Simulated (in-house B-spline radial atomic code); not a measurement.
# RPA and G0W0 on wB97X: Gd IV (Gd3+)

Configuration [Xe] 4f7, highest spin, mean-field start wB97X. Computed with an all-electron radial atomic-structure program (B-spline basis): all electrons, scalar-relativistic (spin-free one-electron X2C), finite nucleus, each spin shell either full or empty, empty states to l = 9 with an (l + 1/2)⁻⁴ tail; G0W0 by contour deformation at full frequency.

Without the two-electron picture change, the correlation of inner shells comes somewhat too large for so heavy an element.

Command:
```bash
python run_gw.py task.json out
```
Settings (radii: box in bohr, nucleus in fm):
```
Z                        64
electrons                61
configuration            [Xe] 4f7
hamiltonian              x2c
method                   wb97x
lmax                     9
rms_radius               5.1569
spin_polarised           True
box_radius               14.14
intervals                68
```

Cost of the run: 7.8 s on 1 thread of Arm Neoverse V2, with other jobs on the host.

Energies (hartree):

| term | value |
| --- | --- |
| mean-field total | -11269.98525 |
| Hartree-Fock functional on these orbitals | -11265.48401 |
| direct second order | -5.8339 |
| second-order exchange | 1.5488 |
| SOSEX correction | 1.4446 |

Problem. What is the RPA correlation energy, and what remains with SOSEX?

Solution. RPA gives -5.1018 hartree (-2.28 eV per electron); RPA + SOSEX gives -3.6573, and the second-order doubles -4.2851 hartree (no singles). RPA lacks exchange-type terms and so overcorrelates at short range.

Quasi-particle levels (eV):

```json
{"level": "4f up", "occupied": "yes", "mean field": "-40.97", "Σx - vxc": "-7.05", "Σc": "?", "QP weight": "?", "G0W0": "?"}
{"level": "5p down", "occupied": "yes", "mean field": "-54.74", "Σx - vxc": "-1.68", "Σc": "-1.07", "QP weight": "0.956", "G0W0": "-57.49"}
{"level": "5p up", "occupied": "yes", "mean field": "-57.03", "Σx - vxc": "-2.79", "Σc": "-0.30", "QP weight": "0.941", "G0W0": "-60.12"}
{"level": "4f down", "occupied": "no", "mean field": "-23.357", "Σx - vxc": "11.71", "Σc": "-8.48", "QP weight": "0.928", "G0W0": "-20.130"}
```

G0W0 = mean field + (Σx - vxc) + Σc, with Σc (partial-wave tail included) taken at the quasi-particle energy. Only the outer levels were computed. Levels of low weight are left out.

Problem. Where does G0W0 put 4f up?

Solution. At -45.40 eV, with Σc = 2.62 eV and a quasi-particle weight of 0.926. The tabulated removal energy is 44.44 ± 0.08 eV (NIST, semi-empirical); the calculation leaves out spin-orbit coupling, Breit and QED terms, and what these don't explain is the method's own error.
